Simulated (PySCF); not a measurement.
## Ionisation energy of Tc⁺ by level of theory

Tc⁺ [Kr] 4d5 5s1 (7S) → Tc²⁺ [Kr] 4d5 (6S), as a difference of total energies. Computed with PySCF 2.14 in aug-cc-pwCVDZ-PP with ECP28MDF (6s6p5d3f, 70 functions), with scalar relativity through the core potential. Correlated levels: valence: 4s2 4p6 frozen. The calculations carry no spin-orbit coupling.

| method | ionisation energy (eV) |
| --- | --- |
| UHF | 14.245 |
| MP2 (valence) | 14.790 |
| SCS-MP2 (valence) | 14.427 |
| CCSD (valence) | 14.816 |
| CCSD(T) (valence) | 14.831 |

Q: How much does correlation contribute at CCSD(T) (valence)?

A: 14.831 − (14.245) = 0.586 eV, measured against UHF.

Errors of the correlated levels include the incompleteness of this basis and the frozen core.

For comparison: 15.26 eV (semi-empirical (NIST evaluation); NIST Atomic Spectra Database, ionization energies).
